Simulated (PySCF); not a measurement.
# Two-component Hartree-Fock for Ho⁵¹⁺ (holmium, charge +51)

Start: [Ne] 3s2 3p4; 3p1/2 filled at m_j = -1/2, +1/2; 3p3/2 filled at m_j = +1/2, +3/2. Calculated with PySCF 2.14 in an even-tempered Gaussian basis (18 s from 14 bohr⁻², ratio 2.4; 14 p from 18 bohr⁻², ratio 2.4; 4 d from 64 bohr⁻², ratio 2.6; 4 f from 96 bohr⁻², ratio 2.6): generalised Hartree-Fock with the X2C-1e Hamiltonian and a Gaussian nucleus; one run each with spin-orbit coupling (SO) switched off, then screened by Boettger's factors.

```json
{"spinor shell": "1s1/2", "electrons": "2", "ε, spin-free (eV)": "-59509.2", "ε, screened SO (eV)": "-59492.3", "weight of nominal j (screened SO)": "1.000", "rms radius, screened SO (bohr)": "0.0236"}
{"spinor shell": "2s1/2", "electrons": "2", "ε, spin-free (eV)": "-12935.5", "ε, screened SO (eV)": "-12928.7", "weight of nominal j (screened SO)": "1.000", "rms radius, screened SO (bohr)": "0.0939"}
{"spinor shell": "2p1/2", "electrons": "2", "ε, spin-free (eV)": "-11870.8", "ε, screened SO (eV)": "-12491.6", "weight of nominal j (screened SO)": "1.000", "rms radius, screened SO (bohr)": "0.0801"}
{"spinor shell": "3s1/2", "electrons": "2", "ε, spin-free (eV)": "-5081.3", "ε, screened SO (eV)": "-5078.7", "weight of nominal j (screened SO)": "1.000", "rms radius, screened SO (bohr)": "0.227"}
{"spinor shell": "3p1/2", "electrons": "2", "ε, spin-free (eV)": "-4764.6", "ε, screened SO (eV)": "-4915.2", "weight of nominal j (screened SO)": "0.999", "rms radius, screened SO (bohr)": "0.216"}
{"spinor shell": "3p3/2", "electrons": "2", "ε, spin-free (eV)": "-4764.6", "ε, screened SO (eV)": "-4696.8", "weight of nominal j (screened SO)": "0.999", "rms radius, screened SO (bohr)": "0.226"}
```

**Question.** Where does 2p3/2 lie, and what is the 2p spin-orbit splitting (screened SO)?

**Answer.** At -11604.0 eV, 887.59 eV above 2p1/2.

```csv
quantity,spin-free,screened SO
E (hartree),-10015.61584,-10029.98763
M_J,2,2
⟨J²⟩,6.000,6.001
⟨L²⟩,2.000,3.251
⟨S²⟩,2.000,1.411
```

Each row is a mean over spinors that exchange with the open shell spreads, by up to 34.726 eV (3s1/2).

Breit and QED terms are absent; they matter most for the inner s and p1/2 levels.

Densities and radii are taken from the X2C orbitals without a picture-change correction, which distorts them close to the nucleus.

Without spin-orbit coupling the j labels of p, d and f shells carry no meaning; the spin-free column gives the mean over the occupied spinors of each nl shell.
